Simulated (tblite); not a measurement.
C₈H₁₂NP.
Geometry (GFN2-xTB, Å), atoms numbered from 1 in this order:
```
atom  x, y, z in Å
C1     3.917    0.209    0.040
C2     2.418    0.170   -0.014
C3     1.740    1.041   -0.855
P4     0.021    1.124   -1.016
C5    -0.429   -0.127    0.121
C6    -1.895   -0.427    0.312
C7    -2.492   -0.961   -0.990
C8    -2.641    0.825    0.772
C9     0.523   -0.840    0.825
N10    1.838   -0.718    0.777
H11    4.341    0.137   -0.960
H12    4.278   -0.615    0.649
H13    4.250    1.147    0.483
H14    2.321    1.727   -1.460
H15   -1.994   -1.199    1.086
H16   -3.545   -1.201   -0.856
H17   -1.969   -1.860   -1.309
H18   -2.403   -0.211   -1.775
H19   -3.693    0.601    0.940
H20   -2.570    1.604    0.013
H21   -2.215    1.203    1.699
H22    0.186   -1.609    1.517
```

Computed with GFN2-xTB (tblite): harmonic, unscaled wavenumbers at the GFN2-xTB geometry, gas phase. This tight-binding method is rough: wavenumbers can miss measured ones by several per cent, in bad cases by 10 to 20. One conformer, not necessarily the lowest.

Harmonic wavenumbers (cm⁻¹): 26.5, 54.1, 78.6, 168.7, 175.3, 213.6, 231.7, 240.0, 275.0, 323.7, 364.8, 407.3, 474.3, 501.7, 522.0, 641.9, 666.7, 734.8, 802.8, 874.9, 887.2, 931.1, 945.3, 979.6, 982.6, 1020.6, 1025.2, 1027.7, 1134.1, 1157.6, 1174.0, 1201.2, 1262.9, 1291.5, 1308.6, 1345.8, 1368.9, 1389.5, 1399.5, 1413.5, 1451.7, 1472.0, 1477.5, 1486.0, 1490.9, 1495.8, 1501.5, 1542.4, 2917.9, 2986.3, 3009.4, 3010.7, 3015.9, 3023.7, 3024.9, 3029.2, 3032.0, 3032.2, 3033.9, 3063.5.

A = 2583, B = 716.4, C = 639.1 MHz; mass 153.071 u (most abundant isotopes); point group C1, symmetry number 1.

Problem. What is the zero-point energy?

Solution. ½Σν̃ = 39561 cm⁻¹ = 113.11 kcal/mol.

Problem. Give the ideal-gas entropy at 500 K and 1 bar in the rigid-rotor, harmonic-oscillator model (classical rotation).

Solution. Translation 43.58, rotation 31.53, vibration 58.02: S = 133.1 cal/(mol K).

Problem. And Cp and H(500 K) − H(0)?

Solution. Cp = 64.31 cal/(mol K), of which vibrations give 56.36 (their classical limit is 60 R = 119.2); H(500 K) − H(0) = 18.56 kcal/mol without the zero-point energy, 14.58 from vibrations.

Problem. Blend soft modes into free rotors: weight 1/[1 + (100 cm⁻¹/ν̃)⁴] for the oscillator and the rest for a rotor with moment μB/(μ + B), μ = h/(8π²ν), B = 10⁻⁴⁴ kg m². What vibrational entropy results?

Solution. 52.93 cal/(mol K) in place of 58.02, which changes −T·S at 500 K by +2.55 kcal/mol.

Problem. Which modes carry the vibrational entropy at 500 K?

Solution. 26.5 cm⁻¹: 7.10; 54.1 cm⁻¹: 5.69; 78.6 cm⁻¹: 4.95; 168.7 cm⁻¹: 3.44; 175.3 cm⁻¹: 3.37; 213.6 cm⁻¹: 2.99 cal/(mol K); the other 54 give 30.49 together.

Problem. What must be added to the electronic energy to get the Gibbs energy at 500 K and 1 bar?

Solution. ZPE + [H(500 K) − H(0)] − T·S = 113.11 + 18.56 − 66.56 = 65.11 kcal/mol.

Problem. How do the functions run with temperature in this model?

Solution. 
```tsv
T (K)	S (cal/(mol K))	Cp (cal/(mol K))	H − H(0) (kcal/mol)	G − H(0) (kcal/mol)	ln q(vib)
50	61.7	13.9	0.54	-2.54	0.99
100	73.3	20.4	1.40	-5.93	2.48
298.15	105.7	42.7	7.67	-23.85	8.53
373.15	116.2	51.3	11.20	-32.18	10.77
750	163.0	82.8	37.12	-85.12	21.69
1000	188.6	94.9	59.43	-129.14	28.42
```

q(vib) and H(0) count from the zero-point level.

Hindered rotation and anharmonicity are outside this model. Other conformers, if any are populated, would add a mixing term that is left out.

The run took 1.1 s of wall time on Arm Neoverse V1, one thread, shared host with 32 logical CPUs at a one-minute load of 12. The figure is for the frequency step alone.
